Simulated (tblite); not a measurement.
C₅H₈O₃.
Numbering: `[O:1]=[CH:2][C@@H:3]1[CH2:4][O:5][C@H:6]1[CH2:7][OH:8]` (hydrogens: H9 on C2; H10 on C3; H11, H12 on C4; H13 on C6; H14, H15 on C7; H16 on O8)

Structure optimised with GFN2-xTB, isolated species.

Entries marked ? are missing.

```
coordinate    value
     O1=C2  1.198 Å
     C2–C3        ?
     C3–C4        ?
     C4–O5        ?
     O5–C6  1.433 Å
     C6–C7  1.528 Å
     C7–O8        ?
     C3–C6  1.548 Å
     C2–H9  1.109 Å
    C3–H10  1.090 Å
    C4–H11  1.092 Å
    C4–H12  1.094 Å
    C6–H13  1.096 Å
    C7–H14  1.100 Å
    C7–H15  1.092 Å
    O8–H16  0.967 Å
  O1–C2–C3   125.1°
  C2–C3–C4   117.2°
  C2–C3–C6   114.6°
  C4–C3–C6    83.9°
  C3–C4–O5    92.2°
  C4–O5–C6        ?
  O5–C6–C7        ?
  C3–C6–O5    91.5°
  C3–C6–C7        ?
  C6–C7–O8   111.4°
```

Estimate the withheld lengths and angles.

- C2–C3 = 1.493 Å, drawn single (aldehyde carbon to sp3 carbon next to a carbonyl); equal to the sum of covalent radii, 1.49 Å.
- C3–C4 = 1.535 Å, drawn single (sp3 carbon next to a carbonyl to sp3 carbon bound to oxygen); 0.01 Å above the sum of covalent radii, 1.52 Å.
- C4–O5 = 1.428 Å, drawn single (sp3 carbon bound to oxygen to cyclic ether oxygen); 0.01 Å above the sum of covalent radii, 1.42 Å.
- C7–O8 = 1.399 Å, drawn single (carbinol carbon (C–OH) to alcohol oxygen); 0.02 Å below the sum of covalent radii, 1.42 Å.
- C4–O5–C6 = 92.1°, at the cyclic ether oxygen, inside a 4-membered ring; the outer atoms are 2.060 Å apart.
- O5–C6–C7 = 112.1°, at the sp3 carbon bound to oxygen; the outer atoms are 2.456 Å apart.
- C3–C6–C7 = 115.5°, at the sp3 carbon bound to oxygen; the outer atoms are 2.601 Å apart.

Radii are Cordero's, carbon taken as 0.76, 0.73 or 0.69 Å for four, three, and two or fewer neighbours.

Its GFN2-xTB frequencies are all real (lowest 47 cm⁻¹). The numbers are those of one conformer (O1–C2–C3–C4 -147°, O5–C6–C7–O8 49°, C6–C7–O8–H -53°).

Hardware: Arm Neoverse N1, one thread, no GPU, on a shared host. These figures are those of the optimisation.

These are computed values.
